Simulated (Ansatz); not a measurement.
# InHCl (SMILES [Cl][InH]): name the method

The species is InHCl (3 atoms), meant as a doublet with charge 0. As SMILES, `[Cl][InH]`. Geometry: relaxed at PBE0-D4/def2-TZVP.

```xyz
3

Cl   -1.6498    0.3968   -0.8674
In    0.4095    0.5424    0.2861
H     1.2294   -1.0039    0.5681
```

A calculation with Ansatz 0.2.0 gave:

```
total energy : -650.8135 Eh
HOMO energy  : -6.32 eV
LUMO energy  : -3.43 eV
⟨S²⟩         : 0.757
```

Question: Which of these levels gave the numbers?
A. r2SCAN/def2-TZVPP (core potential)
B. SVWN5/def2-TZVPP (core potential)
C. PBE0/def2-TZVPP (core potential)
D. HF/3-21G

Answer: C. The others give -649.1601 Eh (SVWN5/def2-TZVPP (core potential)), -6172.6470 Eh (HF/3-21G), -651.0079 Eh (r2SCAN/def2-TZVPP (core potential)).
